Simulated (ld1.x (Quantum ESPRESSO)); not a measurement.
# silver: one change to a TM potential, before and after

```
Element                 : Ag
Generator               : ld1.x (Quantum ESPRESSO) 7.5
Type                    : norm-conserving Troullier–Martins (Kleinman–Bylander form)
Functional              : PBEsol
Relativity              : scalar-relativistic
Frozen core             : [Kr]
Valence charge          : 11
Reference configuration : 4d10 5s0 5p0 (charge +1)
Partial waves           : 5s (bound, empty): rc 2.40 bohr; 5p (bound, empty): rc 3.30 bohr; 4d (bound): rc 1.90 bohr
Local potential         : the d channel
Core correction         : Bessel-smoothed model core inside 1.55 bohr
```

All-electron outer shells of the reference configuration (PBEsol, scalar-relativistic, ld1.x):

```json
{"shell": "4p", "level (eV)": "-66.76", "outermost node (bohr)": "0.44", "outermost maximum (bohr)": "0.87"}
{"shell": "4d", "level (eV)": "-15.64", "outermost node (bohr)": "0.43", "outermost maximum (bohr)": "1.04"}
{"shell": "5s", "level (eV)": "-11.23", "outermost node (bohr)": "1.11", "outermost maximum (bohr)": "2.37"}
{"shell": "5p", "level (eV)": "-6.17", "outermost node (bohr)": "1.24", "outermost maximum (bohr)": "3.04"}
```

Change: wave 4d (bound): rc 1.90 bohr becomes 4d (bound): rc 2.24 bohr.

Cutoffs: the cutoffs (Ry, on a coarse ladder) from which the occupation-weighted sum of valence levels, in a spherical-Bessel basis at the reference potential, stays within 10 and 1 mRy of its value at 400 Ry; they do not see the model core or the augmentation charge, which bear on the density cutoff. Errors are all-electron minus pseudo energies relative to the spin-unpolarised reference configuration.

Problem. How do hardness, ghosts and transferability respond?

Solution. The potential gets softer (55 Ry and 90 Ry → 50 Ry and 80 Ry); both files keep a bound ghost (p, s); the number of tests that count goes from 7 to 6; of the 6 tests that both files solve, the error grows in 1 and shrinks in 2 by more than 15 % and 0.3 meV (median size 118.2 → 103.9 meV); the range in which the p phases agree widens (upper end 1.7 → at the end of the scan); the range in which the d phases agree narrows (upper end 3.2 → 0.1). A larger radius leaves more room for a smooth pseudo-wave, so fewer plane waves are needed.

```csv
quantity,base,changed
"cutoff, loose",55 Ry,50 Ry
"cutoff, tight",90 Ry,80 Ry
bound ghosts,"s, p","s, p"
"tests counted (converged, no solver errors)",7 of 7,6 of 7
"error for 4d10 5s1 5p0, meV [ΔE -7.75 eV]",-8.6,-6.7
"error for 4d9 5s0 5p0, meV [ΔE 22.11 eV]",-71,-84
"error for 4d8 5s0 5p0, meV [ΔE 58.30 eV]",-377,-404
"error for 4d9 5s2 5p0, meV [ΔE -3.69 eV]",-140,-118
"error for 4d7 5s0 5p0, meV [ΔE 109.99 eV]",-1059,-1024
"error for 4d9 5s1 5p0, meV [ΔE 5.42 eV]",-96,-90
s: phases at 3.60 bohr within 0.05 rad from the reference energy up to (Ry; the scan ends near 5),0.9,1.0
p: phases at 3.60 bohr within 0.05 rad from the reference energy up to (Ry; the scan ends near 5),1.7,to the end of the scan
d: phases at 3.60 bohr within 0.05 rad from the reference energy up to (Ry; the scan ends near 5),3.2,0.1
```

Base: These tests converged, but a pseudo level misses the all-electron one widely, so the file describes the atom poorly there or has found another state: 4d9 5s0 5p0: empty 5p by 2.6 eV (a node warning on the way); 4d7 5s0 5p0: empty 5s by 7.4 eV. Changed file: Tests not counted: 4d9 5s1 5p1 (solver errors, printed error -2.5 eV). These tests converged, but a pseudo level misses the all-electron one widely, so the file describes the atom poorly there or has found another state: 4d7 5s0 5p0: empty 5s by 6.5 eV (a node warning on the way). A true bound ghost makes a file unfit for plane-wave use even where its test errors are small: the radial tests pick states by their node count and pass the ghost by. Where a test does run into it, the solver fails or the error is huge.
